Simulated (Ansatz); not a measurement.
Gas-phase electronic energies from Ansatz, PBE0-D4/def2-TZVP geometries. CCSD(T)/CBS adds triple-zeta CCSD(T) − MP2 to the extrapolated MP2 energy (def2 sets, frozen cores). For Br, Ge outer-core shells are correlated without core-valence functions, which leaves a few kJ/mol of doubt a bond. Scalar relativity is left out up to krypton. One conformer a species, not always the lowest.

`[Cl][Ge]([Cl])([Cl])[Br]` + `O[SiH]1C=N1` → `[Cl][GeH]([Cl])[Br]` + `O[Si]1(Cl)C=N1`  (redistribution)

```json
{"species": "`[Cl][Ge]([Cl])([Cl])[Br]`", "CCSD(T)/CBS(def2) energy (Eh)": "-6028.93261"}
{"species": "`O[SiH]1C=N1`", "CCSD(T)/CBS(def2) energy (Eh)": "-458.79823"}
{"species": "`[Cl][GeH]([Cl])[Br]`", "CCSD(T)/CBS(def2) energy (Eh)": "-5569.71077"}
{"species": "`O[Si]1(Cl)C=N1`", "CCSD(T)/CBS(def2) energy (Eh)": "-918.03054"}
```

(1) Work out ΔE.

Largest T1 diagnostic among the species: 0.014.

Results:

(1) ΔE = (-5569.71077) + (-918.03054) − (-6028.93261) − (-458.79823) = -0.01047 Eh = -27.5 kJ/mol.

From BLYP to BHLYP (50 % exact exchange), in def2-TZVPP and without D4, ΔE moves by −5.3 kJ/mol. In def2-TZVPP, CCSD(T) changes the Hartree–Fock value by +4.6 kJ/mol (the triples alone add +1.5 kJ/mol) and MP2 by +5.8 kJ/mol. At CCSD(T), def2-SVP lies +10.8 kJ/mol from the extrapolated value and def2-TZVPP +3.0 kJ/mol.
